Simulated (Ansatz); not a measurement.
Consider the redistribution: `[O]=[V]([OH])([F])[Cl]` + `CO[SiH](O)[SiH2]O` → `C[O][V](=[O])([OH])[F]` + `O[SiH2][SiH](O)Cl`.

Isolated molecules relaxed with PBE0-D4/def2-TZVP in Ansatz; ΔE leaves out vibrations. CBS: MP2 limit from def2 TZ/QZ plus the TZ coupled-cluster correction, frozen cores. Functionals use def2-TZVPP. B3LYP here is the variant with VWN-RPA as its local correlation; programs differ in this. For V outer-core shells are correlated without core-valence functions, which leaves a few kJ/mol of doubt a bond. Scalar relativity is left out up to krypton. Each species was taken in one conformer, which may not be the lowest.

| level | ΔE (kJ/mol) | difference from CCSD(T)/CBS |
| --- | --- | --- |
| PBE-D4 | -12.9 | -6.0 |
| PBE0-D4 | -7.9 | -1.0 |
| B3LYP-D4 | -4.9 | 2.0 |
| B2PLYP | 1.1 | 8.0 |
| PBE | -13.5 | -6.6 |
| B3LYP | -5.6 | 1.3 |
| CCSD(T)/def2-TZVPP | -2.6 | 4.3 |
| HF/def2-QZVPP | 5.5 | 12.4 |
| SCS-MP2/def2-QZVPP | 8.1 | 15.0 |
| HF/CBS(def2) | 5.8 | 12.7 |
| CCSD(T)/CBS | -6.9 | 0 |

Largest T1 diagnostic among the species: 0.032, so the coupled-cluster value is less sure than usual.

From PBE to PBE0 (25 % exact exchange), in def2-TZVPP and without D4, ΔE moves by +5.0 kJ/mol.
